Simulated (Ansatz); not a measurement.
Job for Ansatz (a quantum-chemistry and plane-wave program): U-wB97X-V/cc-pV(T+d)Z on FHOSi (SMILES O[Si]F), a point of a bond scan (R = 3.744 Å). Files ending in .json are basis or fitting sets from the Basis Set Exchange.

Ansatz 0.2 input:
```yaml
crystal:
  periodic: [false, false, false]
  atoms:
    - {symbol: Si, position_ang: [0.00937425, 0.00603277, 0.61022733]}
    - {symbol: F, position_ang: [-1.70298605, 2.35109828, -1.75331330]}
    - {symbol: O, position_ang: [0.73079075, -1.04612827, -0.42560613]}
    - {symbol: H, position_ang: [0.63860656, -0.94607081, -1.38174233]}
basis:
  gaussian:
    orbitals: cc-pV_T+d_Z.json
hamiltonian:
  xc: {name: wB97X-V}
magnetization: {spin_polarized: true, initial_magnetization: 0}
```

Output:

```
WARN ansatz: RAYON_NUM_THREADS=1 ignored (pool sized by the plan → 1); use --threads N
Functional definition: wB97X-V
integrals: 0.04 GiB planned
690 factors; their error is unknown
integrals: 0.07 GiB planned
127 factors; integrals over basis functions are off by at most 4.5e-5 eV
mean field: 0.51 GiB planned
mean field evaluation 1: about -12644.8548 eV, gradient 4.8e1 eV
mean field evaluation 2: about -12310.6069 eV, gradient 1.3e2 eV
mean field evaluation 4: about -12649.1819 eV, gradient 2.9e1 eV
mean field evaluation 8: about -12652.9548 eV, gradient 2.0e0 eV
mean field evaluation 16: about -12652.9995 eV, gradient 9.2e-3 eV
mean field evaluation 32: about -12653.2920 eV, gradient 1.2e-1 eV
mean field evaluation 64: about -12653.2923 eV, gradient 1.6e-4 eV
mean field -12653.29225480 eV, -464.9999136545 hartree, gradient 1.8e-5 eV, S^2 0.524469; 7 other end points of the search recorded, 0 dependent functions left out
reference -12653.29225417 eV, -464.9999136314 hartree; 16, 16 occupied and 97, 97 virtual orbitals, 690 factors
Total energy: -12653.29225417 eV, -464.9999136314 hartree
```

Self-consistency was reached. Its determinant has ⟨S²⟩ = 0.52, a mixture of spin states.

Cost: about 40 core-seconds (a rough figure).
